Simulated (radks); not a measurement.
Values are calculated unless marked as measured or tabulated.
Question: Radial electron density D(r) = 4 pi r^2 rho(r) of an atom or ion with 20 electrons. Level of theory: scalar-relativistic Kohn-Sham, TASK exchange with Perdew-Wang LDA correlation, spin-polarised, spherical densities, finite nucleus; meta-GGA in the generalised Kohn-Sham scheme; Fermi nuclear charge, rms radius of each element as measured or else 0.836 A^(1/3) + 0.57 fm (a radial shooting solver on a logarithmic mesh with Libxc functionals).

```
   r/bohr * D(r) (the largest magnitude, 31.7, reaches the edge; | marks zero)
 0.004521 |   *
 0.005138 |    *
 0.005839 |     *
 0.006637 |      *
 0.007543 |        *
 0.008573 |          *
 0.009744 |            *
  0.01107 |              *
  0.01259 |                 *
  0.01431 |                     *
  0.01626 |                         *
  0.01848 |                             *
    0.021 |                                 *
  0.02387 |                                     *
  0.02713 |                                         *
  0.03083 |                                            *
  0.03505 |                                               *
  0.03983 |                                                 *
  0.04527 |                                                 *
  0.05145 |                                                *
  0.05848 |                                              *
  0.06646 |                                           *
  0.07554 |                                         *
  0.08585 |                                      *
  0.09758 |                                      *
   0.1109 |                                       *
   0.1271 |                                          *
   0.1444 |                                              *
   0.1641 |                                                  *
   0.1865 |                                                      *
    0.212 |                                                      *
    0.241 |                                                   *
   0.2739 |                                            *
   0.3113 |                                   *
   0.3538 |                          *
   0.4021 |                   *
    0.457 |               *
   0.5194 |               *
   0.5903 |                 *
   0.6709 |                   *
   0.7625 |                   *
   0.8667 |                 *
    0.985 |              *
    1.119 |          *
    1.272 |      *
    1.446 |   *
    1.644 |  *
    1.868 |  *
    2.123 | *
    2.413 | *
    2.743 |*
    3.117 |*
    3.543 *
    4.026 *
    4.576 *
    5.201 *
    5.911 *
```

What is the nuclear charge?

Answer: Z = 24. The innermost maximum, from 1s, lies near gamma/Z bohr with gamma = sqrt(1 - (Z/c)^2) = 0.985, here 0.041 bohr (found: 0.0442), and its height grows with Z. The density is that of the chromium ion Cr4+ in [Ar] 4s2; the configuration itself is not fixed sharply by these data, and Z only to about a unit. D(r) has 3 maxima, at r = 0.0442, 0.202, 0.733 bohr, and minima at 0.0976, 0.495 bohr, inside which lie 2.12, 10.35 electrons.
